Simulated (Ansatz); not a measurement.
Calculated with Ansatz (gas phase, PBE0-D4/def2-TZVP geometries, no zero-point term in ΔE). CBS: MP2 limit from def2 TZ/QZ plus the TZ coupled-cluster correction, frozen cores. This one scheme is used for every species. Functionals use def2-TZVPP. B3LYP here is the variant with VWN-RPA as its local correlation; programs differ in this. HSE06 is defined as in plane-wave codes.

Reaction (formal exchange of groups at the Si–F bond): `C#C[SiH2]F` + `[AlH3]` → `C#C[SiH2][AlH2]` + H–F

Is it downhill or uphill in electronic energy at CCSD(T)/CBS, and by how much? (An estimate is asked.)

Ansatz gave: Uphill: ΔE = +125.9 kJ/mol.

What do these levels give: revPBE-D4, r2SCAN-D4, r2SCAN0-D4, PBE0, B3LYP, HSE06, CAM-B3LYP, RPA@PBE/def2-TZVPP, MP2/def2-TZVPP, CCSD/def2-TZVPP, HF/def2-QZVPP, MP2/CBS(def2)? (Best estimate.)

Ansatz gave: revPBE-D4 102.7, r2SCAN-D4 125.5, r2SCAN0-D4 125.5, PBE0 111.7, B3LYP 135.5, HSE06 111.1, CAM-B3LYP 143.2, RPA@PBE/def2-TZVPP 130.2, MP2/def2-TZVPP 132.5, CCSD/def2-TZVPP 131.0, HF/def2-QZVPP 161.7, MP2/CBS(def2) 131.8 kJ/mol.

Largest T1 diagnostic among the species: 0.013.

The D4 term adds −5.9 kJ/mol with B3LYP and −3.4 kJ/mol with PBE0; it sums over pairs of atoms, weighted by their polarisabilities, and B3LYP, whose exchange is more repulsive, gets the larger term. From BLYP to BHLYP (50 % exact exchange), in def2-TZVPP and without D4, ΔE moves by +12.3 kJ/mol. In def2-TZVPP, CCSD(T) changes the Hartree–Fock value by −32.6 kJ/mol (the triples alone add −4.4 kJ/mol) and MP2 by −26.7 kJ/mol.
